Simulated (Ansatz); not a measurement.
Geometry optimisation of H12Si5, SMILES `[SiH3][SiH2][SiH2][SiH2][SiH3]`.

```yaml
crystal:
  periodic: [false, false, false]
  atoms:
    - {symbol: Si, position_ang: [-2.680650, 0.324120, -0.588350]}
    - {symbol: Si, position_ang: [-1.274860, -1.503540, -0.431470]}
    - {symbol: Si, position_ang: [0.902850, -1.135890, -1.162660]}
    - {symbol: Si, position_ang: [1.843300, 0.806300, -0.295420]}
    - {symbol: Si, position_ang: [1.588960, 1.045720, 1.988940]}
    - {symbol: H, position_ang: [-2.130270, 1.466580, 0.148860]}
    - {symbol: H, position_ang: [-4.032390, 0.109600, -0.067860]}
    - {symbol: H, position_ang: [-2.843370, 0.768130, -1.975790]}
    - {symbol: H, position_ang: [-1.881510, -2.660480, -1.109240]}
    - {symbol: H, position_ang: [-1.211140, -1.942990, 0.973750]}
    - {symbol: H, position_ang: [0.928540, -1.126900, -2.634410]}
    - {symbol: H, position_ang: [1.765330, -2.282720, -0.832420]}
    - {symbol: H, position_ang: [1.228510, 1.957330, -0.979300]}
    - {symbol: H, position_ang: [3.263790, 0.927640, -0.660740]}
    - {symbol: H, position_ang: [0.172800, 0.957970, 2.361190]}
    - {symbol: H, position_ang: [2.083670, 2.308520, 2.540200]}
    - {symbol: H, position_ang: [2.276450, -0.019370, 2.724720]}
basis:
  gaussian: {orbitals: def2-TZVP}
hamiltonian: {xc: pbe0, dispersion: d4}
relax: {f_tol: 0.005, max_steps: 150}
```

```sh
$ ansatz run in.yaml --threads 4 --pin off --events-out ev --progress --plain --max-ram 11315MiB
```

Shortened log:

```
Functional definition: PBE0
mean field -39567.65045896 eV, -1454.0843344498 hartree, gradient 5.5e-5 eV, S^2 0.000000; 0 other end points of the search recorded, 0 dependent functions left out
relax step   1: F+E_penalty+E_count = -39568.08523062 eV  Δ(F+E_penalty+E_count) = +0.000e0 eV  max|allowed force component| = 4.623e-1 eV/Å  Δτ_max = 0.0000 Å  (26 SCF iters, accepted)
mean field -39567.76645491 eV, -1454.0885972224 hartree, gradient 2.4e-5 eV, S^2 0.000000; 0 other end points of the search recorded, 0 dependent functions left out
relax step   2: F+E_penalty+E_count = -39568.21167753 eV  Δ(F+E_penalty+E_count) = -1.264e-1 eV  max|allowed force component| = 1.991e-1 eV/Å  Δτ_max = 0.1322 Å  (26 SCF iters, accepted)
mean field -39567.79195062 eV, -1454.0895341726 hartree, gradient 2.1e-5 eV, S^2 0.000000; 0 other end points of the search recorded, 0 dependent functions left out
relax step   3: F+E_penalty+E_count = -39568.23244105 eV  Δ(F+E_penalty+E_count) = -2.076e-2 eV  max|allowed force component| = 2.638e-2 eV/Å  Δτ_max = 0.0579 Å  (27 SCF iters, accepted)
mean field -39567.79339353 eV, -1454.0895871986 hartree, gradient 1.5e-5 eV, S^2 0.000000; 0 other end points of the search recorded, 0 dependent functions left out
relax step   4: F+E_penalty+E_count = -39568.24004327 eV  Δ(F+E_penalty+E_count) = -7.602e-3 eV  max|allowed force component| = 1.255e-2 eV/Å  Δτ_max = 0.0880 Å  (27 SCF iters, accepted)
mean field -39567.78298286 eV, -1454.0892046134 hartree, gradient 1.2e-5 eV, S^2 0.000000; 0 other end points of the search recorded, 0 dependent functions left out
relax step   5: F+E_penalty+E_count = -39568.24212728 eV  Δ(F+E_penalty+E_count) = -2.084e-3 eV  max|allowed force component| = 6.835e-2 eV/Å  Δτ_max = 0.1612 Å  (28 SCF iters, accepted)
mean field -39567.78928891 eV, -1454.0894363565 hartree, gradient 1.5e-5 eV, S^2 0.000000; 0 other end points of the search recorded, 0 dependent functions left out
relax step   6: F+E_penalty+E_count = -39568.24396270 eV  Δ(F+E_penalty+E_count) = -1.835e-3 eV  max|allowed force component| = 2.012e-2 eV/Å  Δτ_max = 0.0590 Å  (27 SCF iters, accepted)
mean field -39567.78980251 eV, -1454.0894552310 hartree, gradient 9.9e-6 eV, S^2 0.000000; 0 other end points of the search recorded, 0 dependent functions left out
relax step   7: F+E_penalty+E_count = -39568.24406829 eV  Δ(F+E_penalty+E_count) = -1.056e-4 eV  max|allowed force component| = 1.325e-2 eV/Å  Δτ_max = 0.0107 Å  (23 SCF iters, accepted)
mean field -39567.78989334 eV, -1454.0894585688 hartree, gradient 1.3e-5 eV, S^2 0.000000; 0 other end points of the search recorded, 0 dependent functions left out
relax step   8: F+E_penalty+E_count = -39568.24431691 eV  Δ(F+E_penalty+E_count) = -2.486e-4 eV  max|allowed force component| = 2.228e-3 eV/Å  Δτ_max = 0.0117 Å  (29 SCF iters, accepted)
mean field -39567.78963517 eV, -1454.0894490814 hartree, gradient 1.3e-5 eV, S^2 0.000000; 0 other end points of the search recorded, 0 dependent functions left out
relax step   9: F+E_penalty+E_count = -39568.24442311 eV  Δ(F+E_penalty+E_count) = -1.062e-4 eV  max|allowed force component| = 4.075e-3 eV/Å  Δτ_max = 0.0148 Å  (28 SCF iters, accepted)
mean field -39567.78974973 eV, -1454.0894532915 hartree, gradient 2.5e-5 eV, S^2 0.000000; 0 other end points of the search recorded, 0 dependent functions left out
relax step  10: F+E_penalty+E_count = -39568.24446950 eV  Δ(F+E_penalty+E_count) = -4.639e-5 eV  max|allowed force component| = 8.002e-3 eV/Å  Δτ_max = 0.0115 Å  (23 SCF iters, accepted)
mean field -39567.79021468 eV, -1454.0894703781 hartree, gradient 1.1e-5 eV, S^2 0.000000; 0 other end points of the search recorded, 0 dependent functions left out
relax step  11: F+E_penalty+E_count = -39568.24451024 eV  Δ(F+E_penalty+E_count) = -4.074e-5 eV  max|allowed force component| = 6.239e-3 eV/Å  Δτ_max = 0.0174 Å  (28 SCF iters, accepted)
mean field -39567.79052884 eV, -1454.0894819233 hartree, gradient 1.3e-5 eV, S^2 0.000000; 0 other end points of the search recorded, 0 dependent functions left out
relax step  12: F+E_penalty+E_count = -39568.24452739 eV  Δ(F+E_penalty+E_count) = -1.716e-5 eV  max|allowed force component| = 3.730e-3 eV/Å  Δτ_max = 0.0049 Å  (23 SCF iters, accepted)
mean field -39567.79052884 eV, -1454.0894819233 hartree, gradient 1.3e-5 eV, S^2 0.000000; 1 other end points of the search recorded, 0 dependent functions left out
Total energy: -39568.24457625 eV, -1454.1061678576 hartree
Atom 0 at    -2.540926     0.396630    -0.634364 Å, force     0.001852    -0.001712    -0.001382 eV/Å
Atom 1 at    -1.228163    -1.508890    -0.297131 Å, force     0.000793     0.003445    -0.002117 eV/Å
Atom 2 at     0.910032    -1.150620    -1.175010 Å, force    -0.000385     0.000199    -0.000408 eV/Å
Atom 3 at     1.723948     0.879900    -0.347265 Å, force    -0.001663    -0.003722     0.003730 eV/Å
Atom 4 at     1.501030     0.919981     1.980143 Å, force     0.001430    -0.000924    -0.001304 eV/Å
Atom 5 at    -1.925008     1.555472     0.066376 Å, force    -0.000230     0.000742     0.000824 eV/Å
Atom 6 at    -3.921528     0.203695    -0.115533 Å, force    -0.001710    -0.000450     0.000583 eV/Å
Atom 7 at    -2.614622     0.709583    -2.087047 Å, force    -0.000117     0.000367     0.000065 eV/Å
Atom 8 at    -1.871700    -2.693628    -0.931225 Å, force    -0.001298    -0.001918    -0.001016 eV/Å
Atom 9 at    -1.110846    -1.769052     1.165416 Å, force     0.000475    -0.000461     0.002903 eV/Å
Atom 10 at     0.838990    -1.113265    -2.662921 Å, force     0.000114     0.000176    -0.000133 eV/Å
Atom 11 at     1.826542    -2.255768    -0.776314 Å, force    -0.000025    -0.000240     0.000015 eV/Å
Atom 12 at     0.926440     1.993430    -0.934126 Å, force    -0.002042     0.002459    -0.001771 eV/Å
Atom 13 at     3.150536     1.076499    -0.729188 Å, force     0.003315     0.000550    -0.000416 eV/Å
Atom 14 at     0.064091     0.794751     2.344762 Å, force    -0.000226     0.000612     0.000081 eV/Å
Atom 15 at     2.030968     2.185527     2.554830 Å, force     0.000252     0.000346     0.000089 eV/Å
Atom 16 at     2.240223    -0.224225     2.578599 Å, force    -0.000536     0.000530     0.000258 eV/Å
Dipole moment:     0.011364    -0.014269    -0.014732 e Å
```

Hardware: 4 threads of an Arm Neoverse V1 on a shared host. Wall time 110 s, peak host memory 0.99 GiB.
